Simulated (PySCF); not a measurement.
Match the calculated data to a structure.

All candidates are C4H7NSi.

- UV, strongest line: among the 8 lowest singlet transitions: S2 at 7.16 eV (173 nm, f = 0.039) [TDDFT PBE0/def2-SVPD]
- Rotational structure: rotational constants A, B, C: 4.389, 2.156, 1.662 GHz [GFN2-xTB]
- Dipole: 3.92 D [PBE0/def2-SVPD]
- XPS: Si2p3/2 107.6, C1s 290.7, C1s 291.0 (×2), C1s 291.7, N1s 405.2, Si1s 1847.4 eV [ΔSCF SCAN, pcX-2 on the ionised atom, pcseg-1 elsewhere, spin-free X2C, 2p3/2 from a spin–orbit splitting computed afterwards within the 2p shell]
- Polarisability: 72.6 au [PBE0/def2-SVPD]
- UV, first state: lowest singlet excitation: 7.10 eV (175 nm, f = 0.000) [TDDFT PBE0/def2-SVPD]
- Triplet: lowest triplet excitation (Tamm–Dancoff): 5.94 eV [TDA PBE0/def2-SVPD]

The electronic properties come from PySCF, for the isolated species, density fitting. Levels stand in brackets. The structure is a single GFN2-xTB conformer in the gas phase; no vibrational or solvent corrections.

Task: Which candidate is it?
A. `N#C[SiH2]C1CC1`
B. `C/N=C\C#C[SiH3]`
C. `C=C(C#N)C[SiH3]`
D. `C=C(C)[SiH2]C#N`

Result: A. It is `N#C[SiH2]C1CC1`. Numbering: `[N:1]#[C:2][SiH2:3][CH:4]1[CH2:5][CH2:6]1`. Its formula, C4H7NSi, gives 3 degrees of unsaturation: 1 ring and 2 π bonds in the structure found. The core levels belong to: Si2p3/2 107.6 eV, SiH2 silicon [Si3]; C1s 290.7 eV, sp3 carbon bound to silicon [C4]; C1s 291.0 eV, three-membered-ring carbon [C5/C6]; C1s 291.7 eV, cyano carbon [C2]; N1s 405.2 eV, cyano nitrogen [N1]; Si1s 1847.4 eV, SiH2 silicon [Si3]. The optimised geometry has point group Cs and is an asymmetric top.

The others, at the same levels:
- `C/N=C\C#C[SiH3]` fails: its computed lowest singlet excitation is 4.19 eV (296 nm, f = 0.003) (against 7.10 eV), lowest triplet excitation (Tamm–Dancoff) is 3.41 eV (against 5.94 eV) and static isotropic polarisability is 87.0 au (against 72.6 au).
- `C=C(C#N)C[SiH3]` fails: its computed core binding energies are Si2p3/2 107.0, C1s 290.6, C1s 290.9, C1s 292.1, C1s 292.1, N1s 404.8, Si1s 1846.7 eV, rotational constant A is 4.200 GHz (against 4.389 GHz) and smallest rotational constant is 1.498 GHz (against 1.662 GHz).
- `C=C(C)[SiH2]C#N` fails: its computed lowest singlet excitation is 6.49 eV (191 nm, f = 0.029) (against 7.10 eV), lowest triplet excitation (Tamm–Dancoff) is 4.22 eV (against 5.94 eV) and static isotropic polarisability is 77.2 au (against 72.6 au).

Each candidate is one conformer, not necessarily the lowest. The conformers computed, where there is a choice (atom-mapped SMILES and torsion angles):
- `[N:1]#[C:2][SiH2:3][CH:4]1[CH2:5][CH2:6]1`: C2–Si3–C4–C5 35°
- `[CH2:1]=[C:2]([C:3]#[N:4])[CH2:5][SiH3:6]`: C1–C2–C5–Si6 99°
- `[CH2:1]=[C:2]([CH3:3])[SiH2:4][C:5]#[N:6]`: C1–C2–Si4–C5 128°
